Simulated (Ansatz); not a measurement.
**Question.** Name a neutral molecule of C, Cl, Ga and H with HOMO energy (B3LYP/def2-TZVPP) between -8.40 and -8.10 eV and HOMO–LUMO gap (PBE0/def2-TZVPP) between 7.15 and 7.45 eV (Ansatz, PBE0-D4/def2-TZVP geometry).

**Answer.** `C[CH2][Ga]([Cl])[Cl]` (-8.18 eV, 7.24 eV). Other molecules can fit too; these were computed, each in one conformer that needn't be the lowest.

B3LYP here is the variant with VWN-RPA as its local correlation; programs differ in this.
